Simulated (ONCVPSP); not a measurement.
# Plane-wave convergence, ONCV potential for tantalum (Ta)

```
Element                 : tantalum (Ta)
Generator               : ONCVPSP 4.0.1
Type                    : optimised norm-conserving Vanderbilt (ONCV)
Functional              : revPBE
Relativity              : scalar-relativistic
Frozen core             : [Kr] 4d10 4f14 5s2
Valence charge          : 11
Reference configuration : 5p6 5d3 6s1.5 (charge +0.5)
Partial waves           : 6s: rc 2.60 bohr, ncon 5, nbas 9, qcut 2.2 1/bohr, 2 projectors, debl 2.3 Ha; 5p: rc 1.35 bohr, ncon 3, nbas 8, qcut 6.4 1/bohr, 2 projectors, debl 1 Ha; 5d: rc 2.25 bohr, ncon 4, nbas 8, qcut 8.1 1/bohr, 2 projectors, debl 4 Ha
Local potential         : polynomial inside 0.90 bohr (lpopt 5, dvloc0 -1 Ha)
Core correction         : polynomial model core, fcfact 0.2
```

In the p channel the program set the typed energies aside and used -1.573, 0.250 Ha.

Question: For each optimised wave give the share of its norm inside rc, the residual kinetic energy above qcut (Ha) and the cutoffs (Ha) for errors of 10, 1, 0.1 and 0.01 mHa per electron.

Answer:

```csv
wave,norm inside rc,residual KE,10 mHa,1 mHa,0.1 mHa,0.01 mHa
6s,0.323,3.2e-03,1.9,3.7,12.0,22.5
s projector 2,0.146,2.7e-01,7.5,23.9,41.6,46.8
5p,0.605,1.2e-03,12.6,21.9,119.6,not reached
p projector 2,0.085,5.4e-04,7.5,18.8,36.7,119.0
5d,0.618,3.2e-09,10.4,14.5,18.4,21.9
d projector 2,0.159,3.7e-09,13.0,16.4,18.9,20.9
```

The occupied waves need 22 Ha and 120 Ha for 1 and 0.1 mHa. Note: ghosts flagged at negative energy: s at -356.3 eV; GHOST(+) flagged for p at 151.0 eV. A true bound ghost makes a file unfit for plane-wave use.
